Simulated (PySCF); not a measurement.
# Dipole moment and polarisability of `CO[C@@H](C)[C@H](C)F`

Species: C5H11FO.
Numbering: `[CH3:1][O:2][C@@H:3]([CH3:4])[C@H:5]([CH3:6])[F:7]` (hydrogens: H8, H9, H10 on C1; H11 on C3; H12, H13, H14 on C4; H15 on C5; H16, H17, H18 on C6)

Geometry (GFN2-xTB, Å), atoms numbered from 1 in this order:
```
atom  x, y, z in Å
C1    -1.6871   -1.5142   -1.0467
O2    -1.4483   -0.1633   -0.7299
C3    -0.0986    0.1782   -0.4824
C4    -0.0231    1.6988   -0.5878
C5     0.3753   -0.3331    0.8939
C6     1.6424    0.3249    1.4160
F7     0.6311   -1.6958    0.7923
H8    -1.5299   -2.1760   -0.1903
H9    -1.0435   -1.8445   -1.8705
H10   -2.7293   -1.5702   -1.3561
H11    0.5458   -0.2834   -1.2503
H12    1.0054    2.0435   -0.5841
H13   -0.4958    2.0030   -1.5174
H14   -0.5676    2.1541    0.2344
H15   -0.4459   -0.2386    1.6161
H16    2.4233    0.2922    0.6598
H17    1.4506    1.3536    1.7007
H18    1.9865   -0.2229    2.2906
```

Level: wB97X-D/def2-SVPD (PySCF), static field, nuclei fixed, core orbitals frozen in the response. The polarisability tensor in these axes (au):

```
x   67.90  4.24  6.00
y    4.24 69.64  0.84
z    6.00  0.84 64.66
```

Question: Give the principal values, the mean and the anisotropy Δα = √{½[(α1 − α2)² + (α2 − α3)² + (α1 − α3)²]}.

Answer: Principal values 59.65, 67.27 and 75.28 au; mean 67.40 au = 9.99 Å³ = 11.11 × 10⁻⁴⁰ C²·m²/J; Δα = 13.54 au (20 % of the mean).

Question: What is the dipole moment, and where does it point?

Answer: (0.76, 1.03, 0.06) D, 1.28 D in size, pointing from the negative to the positive side. Measured along this direction, the outermost atoms are H10 at the negative end and H12 at the positive end.

Question: Refractivity n − 1 of an ideal gas of it at 273.15 K and 1 atm, from the electronic α?

Answer: N = p/kT = 2.6868 × 10¹⁹ cm⁻³, so n − 1 = 2π × N × 9.99 × 10⁻²⁴ cm³ = 1686 × 10⁻⁶ at long wavelengths, for an ideal gas.

Question: What are the principal values of the traceless quadrupole moment, Θ = ½Σq(3rr − r²1), about the centre of nuclear charge?

Answer: -7.79, 1.83, 5.96 D·Å. The values depend on the origin, since the dipole doesn't vanish. The electronic extent ⟨r²⟩ about the same centre is 876 bohr², a root-mean-square distance of 2.06 Å for the 58 electrons.

Question: In TDDFT the mean static polarisability is Σ f/ω² over all singlet excitations (ω in hartree). How much of it do the 8 lowest give? Their energies (eV) and oscillator strengths: 7.69, 0.0097; 8.21, 0.0186; 8.30, 0.0139; 8.60, 0.0358; 8.86, 0.0023; 9.26, 0.0175; 9.31, 0.0010; 9.53, 0.0007.

Answer: They add up to 1.02 au, 1.5 % of the 67.40 au; the largest single term is 0.36 au, from the state at 8.60 eV. Terms in order: 0.12, 0.20, 0.15, 0.36, 0.02, 0.15, 0.01, 0.01 au. Higher excitations give the rest. The strengths listed sum to 0.099.

Question: Molar refractivity from α?

Answer: Lorentz–Lorenz: R = (4π/3)N_A α = 2.5225 cm³/(mol·Å³) × 9.99 Å³ = 25.2 cm³/mol, in the limit of long wavelengths.

Question: Give the principal axes and the span of the nuclei along them.

Answer: Largest value along (0.69, 0.58, 0.43), where the nuclei span 5.90 Å; middle along (-0.34, 0.79, -0.52), 4.56 Å; least along (-0.64, 0.21, 0.74), 2.76 Å. The response follows the extents in order.

Isolated species at its GFN2-xTB geometry (one conformer only).
